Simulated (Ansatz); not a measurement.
A nudged elastic band was laid between two geometries of C$_{2}$H$_{4}$BN (8 atoms, charge 0, multiplicity 1).

Level of theory: RKS r2SCAN-D4/STO-3G in Ansatz 0.2.0.

```json
{
 "movable images": "5",
 "climbing image": "yes",
 "spring": "5.0 eV/Å²",
 "optimiser": "quadratic models (default)",
 "start path": "through a guess of the saddle point",
 "force threshold": "0.05 eV/Å",
 "iteration limit": "60",
 "end points": "relaxed"
}
```

Initial state:

```xyz
8
Properties=species:S:1:pos:R:3
C -0.724 1.276 -0.175
C 0.054 0.196 -0.133
B 1.134 -0.866 -0.295
N 0.052 -1.103 0.522
H -0.444 2.135 -0.788
H -1.658 1.348 0.390
H 2.123 -1.330 -0.699
H -0.537 -1.656 1.180
```

Final state:

```xyz
8
Properties=species:S:1:pos:R:3
C -0.525 1.129 -0.229
C 0.354 0.116 -0.286
B 1.128 -2.229 0.395
N 0.218 -1.128 0.427
H -0.357 2.044 -0.799
H -1.431 1.074 0.382
H 1.266 0.164 -0.899
H -0.653 -1.170 1.010
```

Which bonds break or form, and what moves?

Bonds broken: C2–B3, B3–H7. Bonds formed: C2–H7.

What energy profile does the band end with?

It converged. The highest image is number 3 of 0 to 6, 85.0 kcal/mol above the first end and 30.7 kcal/mol above the last; the last end lies 54.3 kcal/mol above the first. Neighbouring images differ by up to 2.1 eV, so the band resolves the path poorly. A vibrational analysis at the climbing image gives one clearly imaginary mode, 1054i cm⁻¹: a first-order saddle point. The orbitals stay closed-shell, which can raise the energy where a bond breaks towards radicals; this wasn't checked here. Limits of this set-up: minimal basis.

```tsv
image	path coordinate (Å)	energy (kcal/mol)	C2–B3 (Å)	B3–H7 (Å)	C2–H7 (Å)
0	0.00	0.0	1.52	1.16	2.63
1	0.55	9.3	1.49	1.14	2.42
2	1.10	57.2	1.62	1.13	2.00
3	1.66	85.0	1.94	1.28	1.57
4	2.13	70.1	2.11	1.75	1.18
5	2.60	57.4	2.36	2.31	1.10
6	3.08	54.3	2.56	2.72	1.10
```

What is the geometry of the highest image?


```xyz
8
Properties=species:S:1:pos:R:3
C -0.587 1.188 -0.219
C 0.109 0.064 -0.102
B 1.309 -1.462 -0.108
N 0.083 -1.170 0.536
H -0.242 2.008 -0.855
H -1.535 1.342 0.313
H 1.464 -0.370 -0.757
H -0.600 -1.599 1.192
```

The run took 78 s on 1 thread of Arm Neoverse V2, on a shared host, peak memory 0.098 GiB.
